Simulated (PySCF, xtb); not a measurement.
Mo(NMe)(S)(F)(SH) (CH4FMoNS2), SMILES C[N]=[Mo]([F])(=[S])[SH], multiplicity 1.

GFN2-xTB run with xtb at its own geometry gives an orbital gap of 2.08 eV and a dipole moment of 4.68 D.

The structure is a stationary point at r2SCAN-D4/def2-SVP. The spin state was assumed, not searched. The def2 effective core potentials stand for the cores of Mo; spin–orbit coupling is left out. One conformer was computed; it need not be the lowest.

Question: What does PBE/def2-TZVP in PySCF give? (An estimate is asked for; the answer gives what the named calculation found.)

Answer: gap 2.90 eV (levels -6.40 and -3.50 eV), dipole 3.55 D.
